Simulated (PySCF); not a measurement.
[EuCl3(H2O)]− at several levels of theory

Computed with PySCF 2.14.0 (density fitting, no spin-orbit coupling) at the geometry relaxed with PBE0:

```xyz
7
[EuCl3(H2O)]− (singlet in the valence; each metal's 4f electrons, 7 of them, lie in its core potential, out of spins and levels; a saddle point, relaxed within its symmetry)
Eu    0.3036    0.1698   -0.1698
Cl    1.5576    1.9740    1.4250
Cl   -2.3136   -0.4971    0.4971
Cl    1.5576   -1.4250   -1.9740
O    -1.5002    1.5722   -1.5722
H    -1.9852    1.8071   -0.7644
H    -1.9852    0.7644   -1.8071
```

| level | basis | state | HOMO (eV) | gap (eV) | charge on Eu1 (e) | population of f-type functions on Eu1 (polarisation alone where 4f lies in the core) | dipole about the centre of mass (D) | largest force component (eV/Å) |
| --- | --- | --- | --- | --- | --- | --- | --- | --- |
| PBE0 | Eu lcecp-0-SVP with ECP53, Cl def2-SVP, O def2-SVP, H def2-SVP | singlet | – | – | 0.47 | 0.02 | 2.55 | 0.01 |
| r2SCAN | the same | singlet | – | – | 0.47 | 0.02 | 2.56 | 0.16 |

In the lcecp rows the 4f levels are missing from HOMO and gap, and the state counts the valence alone.

Charges are Mulliken's, which hang on the basis. The relaxation used the grid (50, 194), these runs (75, 302) or, all-electron (x2c bases, spin-free X2C Hamiltonian), (99, 590).

Task: What does TPSS with Eu lcecp-0-SVP with ECP53, Cl def2-SVP, O def2-SVP, H def2-SVP give here?

Result: state singlet, charge on Eu1 (e) 0.40, population of f-type functions on Eu1 (polarisation alone where 4f lies in the core) 0.02, dipole about the centre of mass (D) 2.56, largest force component (eV/Å) 0.50. Time: 14 s on 2 threads of Intel(R) Xeon(R) Platinum 8259CL CPU @ 2.50GHz (Skylake/Cascade Lake) (shared host), from an already converged density.

An lcecp potential fixes the number of 4f electrons, so in runs with it no electron can move into or out of that shell.
